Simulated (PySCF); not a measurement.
## Does the structure fit the spectrum?

A compound C8H12 gives the data below (simulated from a calculation) and was assigned the structure `C=C1C=C1C(C)(C)C`.

¹³C{¹H} NMR (computed): δ 133.9 (CH2), 125.7 (CH), 110.1 (C), 86.4 (C), 32.9 (CH3, 3C), 28.6 (C).

¹H NMR (300 MHz, computed): δ 6.07 (m, 1H), 5.92 (m, 1H), 5.69 (m, 1H), 1.31 (s, 9H).

PySCF calculation with GFN2-xTB structure and shieldings: GIAO PBE0/pcSseg-1; non-relativistic Hamiltonian, no solvent model, averaged over atoms made equivalent by symmetry, fast rotation or ring inversion, one conformer.

References, each an isolated molecule treated in the same way: TMS for ¹H, ¹³C.

**Question.** Compare with the shifts computed for the proposed structure, pairing carbons in order of shift.

**Answer.** Mapped SMILES: `[CH2:1]=[C:2]1[CH:3]=[C:4]1[C:5]([CH3:6])([CH3:7])[CH3:8]` (H(Xn): hydrogen on atom n).

```json
{"atom": "C4", "computed for proposal": "162.2", "given list": "133.9", "difference": "+28.3"}
{"atom": "C3", "computed for proposal": "129.4", "given list": "125.7", "difference": "+3.7"}
{"atom": "C2", "computed for proposal": "127.1", "given list": "110.1", "difference": "+17.0"}
{"atom": "C1", "computed for proposal": "62.3", "given list": "86.4", "difference": "-24.1"}
{"atom": "C5", "computed for proposal": "34.2", "given list": "32.9", "difference": "+1.3"}
{"atom": "C6", "computed for proposal": "28.9", "given list": "32.9", "difference": "-4.0"}
{"atom": "C7", "computed for proposal": "28.9", "given list": "32.9", "difference": "-4.0"}
{"atom": "C8", "computed for proposal": "28.9", "given list": "28.6", "difference": "+0.3"}
```

The rms difference is 14.7 ppm and the largest +28.3 ppm at C4 (fully substituted alkene carbon). The carbon types in order of shift don't match either: C, CH, C, CH2, C, CH3, CH3, CH3 for the proposal against CH2, CH, C, C, CH3, CH3, CH3, C in the data. The proposal doesn't fit.

**Question.** Which isomer fits?

**Answer.** `C=CC#CC(C)(C)C`.

Carbon types of the structure: 3 × C, 1 × CH, 1 × CH2, 3 × CH3, which accounts for all hydrogens. δC 133.9: terminal =CH2 carbon; as expected for a trigonal carbon in a double bond. δC 125.7: alkene CH; as expected for a trigonal carbon in a double bond. δC 110.1, 86.4: alkyne carbon. δC 28.6: propargylic quaternary sp3 carbon; aliphatic region, no heteroatom directly attached.

Other isomers checked: CC1=CC=C[C@@H](C)C1 (rms 16.8 ppm).

The data come from this structure; uniqueness wasn't tested.

Shifts are as computed. Against solution values, carbons near 30 ppm lie about +3 ppm off and those near 130 ppm about +5 ppm. Of 1211 compounds with measured shifts, 218 miss one by over three times the rms of a fit or turn the order of signals round; such compounds aren't used in these exercises. No couplings were computed; multiplicities are counted from neighbouring protons, with m where these are inequivalent, close in shift, in a saturated or five-membered ring or joined by F or P, and br s for small geminal =CH2 splittings.
